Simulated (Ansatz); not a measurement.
Geometry optimisation, DFT PBE-D3(BJ), scalar-relativistic, plane waves, PAW in Ansatz 0.2.0.

input.yaml

```yaml
accuracy: low
crystal:
  lattice:
    - [8.054832, 0.0, 0.0]
    - [0.0, 8.054832, 0.0]
    - [0.0, 0.0, 8.054832]
  atoms:
    - { symbol: C, position: [0.8739105, 1.0004877, 0.392243] }
    - { symbol: O, position: [0.77288, 0.9289248, 0.5182556] }
    - { symbol: H, position: [0.7941727, 1.0852555, 0.3233007] }
    - { symbol: H, position: [0.8420613, 0.8529129, 0.5810111] }
    - { symbol: H, position: [0.9781524, 1.0713871, 0.4436828] }
    - { symbol: H, position: [0.9226639, 0.9071521, 0.3059254] }
    - { symbol: C, position: [0.1750096, 0.4082278, 0.8110313] }
    - { symbol: O, position: [0.2023566, 0.5510937, 0.9112763] }
    - { symbol: H, position: [0.0571495, 0.4282995, 0.747763] }
    - { symbol: H, position: [0.3070481, 0.5352976, 0.9686548] }
    - { symbol: H, position: [0.2722105, 0.3916455, 0.717137] }
    - { symbol: H, position: [0.1655314, 0.2942945, 0.8849808] }
    - { symbol: C, position: [0.871078, 0.4147308, 0.4252843] }
    - { symbol: O, position: [0.7827757, 0.346637, 0.2882677] }
    - { symbol: H, position: [0.8280337, 0.3482576, 0.534944] }
    - { symbol: H, position: [0.8196561, 0.4045321, 0.1893228] }
    - { symbol: H, position: [1.0056017, 0.39698, 0.4139959] }
    - { symbol: H, position: [0.8455965, 0.5473887, 0.4423641] }
    - { symbol: C, position: [0.4252957, 0.8497735, 0.7043079] }
    - { symbol: O, position: [0.579238, 0.8347818, 0.7896578] }
    - { symbol: H, position: [0.4465741, 0.8029009, 0.5792202] }
    - { symbol: H, position: [0.5625265, 0.8760608, 0.9015456] }
    - { symbol: H, position: [0.3267795, 0.7756401, 0.7620829] }
    - { symbol: H, position: [0.3835011, 0.9790596, 0.6955069] }
    - { symbol: C, position: [0.4754156, 0.6935145, 0.2258859] }
    - { symbol: O, position: [0.3561359, 0.5862341, 0.2998512] }
    - { symbol: H, position: [0.5928693, 0.6681934, 0.2880165] }
    - { symbol: H, position: [0.2505371, 0.6071667, 0.2458805] }
    - { symbol: H, position: [0.4908863, 0.6695615, 0.0927467] }
    - { symbol: H, position: [0.4446225, 0.8249652, 0.2435397] }
    - { symbol: C, position: [0.8997265, 0.6349709, 0.0262418] }
    - { symbol: O, position: [0.7641129, 0.535545, -0.0278972] }
    - { symbol: H, position: [0.8457908, 0.7476185, 0.0781859] }
    - { symbol: H, position: [0.8099811, 0.4344735, -0.0746176] }
    - { symbol: H, position: [0.9733154, 0.5736632, 0.1230157] }
    - { symbol: H, position: [0.9823321, 0.6698527, -0.0762215] }
basis:
  ecutwfc: 420.0
kpoints:
  mp_grid: { grid: [1, 1, 1] }
hamiltonian:
  xc: pbe
  dispersion: d3bj
scf:
  occupations: { method: fermi_dirac, width: 0.02 }
  lower_state_search: "off"
relax:
  f_tol: 0.3
  max_steps: 15
  adjacent_minimum: "off"
```

Run as:

```bash
$ ansatz run input.yaml --threads 1 --pin off --max-ram 3072MiB --backend cpu --events-out ev --progress --plain --runs-dir out
```

Task: Where does it end, and by what steps?

Result: The run converged. The threshold is loose, so the end isn't yet a minimum. Limits of this set-up: coarse k mesh, low accuracy level. After 13 steps the energy has fallen by 1.298 eV; H27 moved furthest, 1.83 Å.

| step | energy less start (eV) | largest force component (eV/Å) | accepted |
| --- | --- | --- | --- |
| 0 | 0.0000 | 0.778 | yes |
| 1 | -0.3064 | 0.402 | yes |
| 2 | -0.4826 | 0.745 | yes |
| 3 | -0.6309 | 0.694 | yes |
| 4 | -0.7081 | 0.399 | yes |
| 5 | -0.7697 | 0.999 | yes |
| 6 | -0.8383 | 1.228 | yes |
| 7 | -0.9239 | 0.832 | yes |
| 8 | -1.0134 | 0.343 | yes |
| 9 | -1.0766 | 0.561 | yes |
| 10 | -1.1346 | 0.536 | yes |
| 11 | -1.1947 | 0.330 | yes |
| 12 | -1.2532 | 0.301 | yes |
| 13 | -1.2977 | 0.246 | yes |

```xyz
36
Lattice="8.0548 0.0000 0.0000 0.0000 8.0548 0.0000 0.0000 0.0000 8.0548" Properties=species:S:1:pos:R:3
C 7.322 7.530 3.560
O 6.101 6.798 3.656
H 7.405 7.926 2.538
H 5.758 6.891 4.569
H 7.342 8.393 4.248
H 8.201 6.887 3.764
C 2.429 3.531 6.334
O 3.003 4.437 7.283
H 1.366 3.793 6.239
H 3.966 4.251 7.377
H 2.892 3.623 5.339
H 2.501 2.483 6.671
C 6.861 3.398 3.301
O 6.095 2.572 2.422
H 6.878 2.885 4.276
H 5.916 3.072 1.604
H 7.904 3.524 2.962
H 6.413 4.396 3.441
C 3.387 7.484 5.747
O 4.765 7.321 6.126
H 3.385 7.706 4.672
H 4.782 6.983 7.039
H 2.814 6.563 5.940
H 2.921 8.328 6.286
C 3.212 5.451 2.368
O 2.202 4.534 1.928
H 3.340 5.339 3.459
H 2.374 4.396 0.968
H 4.196 5.246 1.902
H 2.942 6.501 2.153
C 6.713 5.071 -0.040
O 5.809 3.960 -0.260
H 6.261 5.696 0.740
H 6.224 3.367 -0.908
H 7.689 4.722 0.330
H 6.850 5.658 -0.959
```

Whether the end is a true minimum wasn't checked by a vibrational analysis.

The run took 31 s on 1 thread of Intel(R) Xeon(R) Platinum 8488C (Sapphire Rapids), on a shared host, peak memory 0.53 GiB.
